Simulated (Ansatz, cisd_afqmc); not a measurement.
System: Al, charge 0, doublet.

Total energies in aug-cc-pV(D+d)Z, 3 correlated electrons, 5 frozen orbitals. UHF or UKS for unpaired electrons; spin-orbit terms are left out. Correlated methods leave the cores frozen. No relativity. AFQMC is phaseless with a CISD trial state; ± is one standard error, without the phaseless bias. Outlying blocks are dropped, and bars are widened where a walk drifts. Over all cases where full CI ran beside it in this data, AFQMC minus full CI had a median of +0.1 mEh and passed +0.4 mEh in a tenth of the cases. Full CI freezes restricted core orbitals and the other rows unrestricted ones, which leaves a small offset even where coupled cluster is exact.

| method | program | energy (Eh) | error against FCI (mEh) |
|---|---|---|---|
| HF | Ansatz | -241.87429 | 49.55 |
| MP2 | Ansatz | -241.90564 | 18.19 |
| CCSD | Ansatz | -241.92258 | 1.25 |
| CCSD(T) | Ansatz | -241.92340 | 0.43 |
| CCSDT | Ansatz | -241.92383 | 0.00 |
| AFQMC/CISD | cisd_afqmc | -241.9237 ± 0.0001 | 0.2 ± 0.1 |
| FCI | Ansatz | -241.92383 | 0.00 |

Ansatz is a quantum-chemistry and plane-wave program.
